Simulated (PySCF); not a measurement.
# ZnH2: bending curve

Method: PySCF, r2SCAN, basis Zn def2-TZVP, H def2-TZVP (no relativity, density fitting).

Rigid scan from the singlet minimum (Zn–H 1.532 Å (×2); H–Zn–H 180.0°). Coordinate: the H–Zn–H angle, bonds fixed. Energies in kJ/mol from the minimum.

```tsv
bond angle (°)	E (kJ/mol)	dipole size (D)
80	264.6	3.36
90	209.5	3.10
100	163.8	2.79
110	125.4	2.47
120	92.8	2.12
130	65.3	1.77
140	42.5	1.41
150	24.4	1.05
160	11.0	0.69
170	2.8	0.34
180	0.0	0.00
```

Other isomers or separated fragments may lie lower.

The scan took of the order of 70 core-seconds on a shared host.
